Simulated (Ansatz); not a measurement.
Reaction (isomerisation): `NC1C[SiH2]1` → `C=C[SiH2]N`

Computed with Ansatz on PBE0-D4/def2-TZVP structures; ΔE is electronic, products minus reactants. CCSD(T)/CBS adds triple-zeta CCSD(T) − MP2 to the extrapolated MP2 energy (def2 sets, frozen cores). Each species was taken in one conformer, which may not be the lowest.

| species | CCSD(T)/CBS(def2) energy (Eh) |
| --- | --- |
| `NC1C[SiH2]1` | -424.04371 |
| `C=C[SiH2]N` | -424.10479 |

(1) Work out ΔE.

Largest T1 diagnostic among the species: 0.011.

Results:

(1) ΔE = (-424.10479) − (-424.04371) = -0.06108 Eh = -1.66 eV.

Leaving LDA and LC-ωPBE aside and taking each functional with its dispersion term where it has one, the values, not all of them listed here, spread over 0.39 eV, from BHLYP-D4 to PBE-D4. LDA lies +0.22 eV from PBE without D4. At CCSD(T), def2-SVP lies +0.20 eV from the extrapolated value and def2-TZVPP +0.01 eV. In def2-TZVPP, CCSD(T) changes the Hartree–Fock value by +0.37 eV (the triples alone add +0.03 eV) and MP2 by +0.42 eV.
